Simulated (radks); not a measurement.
Task: The rhenium ion Re2+, [Xe] 4f14 5d5. All-electron calculation, non-relativistic Kohn-Sham, LDA (Slater exchange, Perdew-Wang correlation), spin-polarised, spherical densities, point nucleus. Program: a radial shooting solver on a logarithmic mesh with Libxc functionals. Every spin shell is full or empty, so the densities are truly spherical. Functionals are evaluated on that one density, not self-consistently. Rank these orbital-free kinetic functionals by their error against the exact value of the orbitals, and give that value: Thomas-Fermi, von Weizsacker, TF + vW, TF + vW/9, TF + vW/5, APBEK, revAPBEK, Perdew 92, Pearson, LKT, PG1, DePristo-Kress, Ernzerhof.

Result: Exact: 15773.9 hartree. From best to worst, with 100 (|E| - |E exact|)/|E exact| (equal figures are ties): APBEK +0.01, revAPBEK +0.15, DePristo-Kress -0.23, Ernzerhof -0.51, Perdew 92 -0.72, TF + vW/9 -0.73, Pearson -0.89, TF + vW/5 +2.49, Thomas-Fermi -4.75, PG1 +12.68, LKT +16.27, TF + vW +31.43, von Weizsacker -63.82.
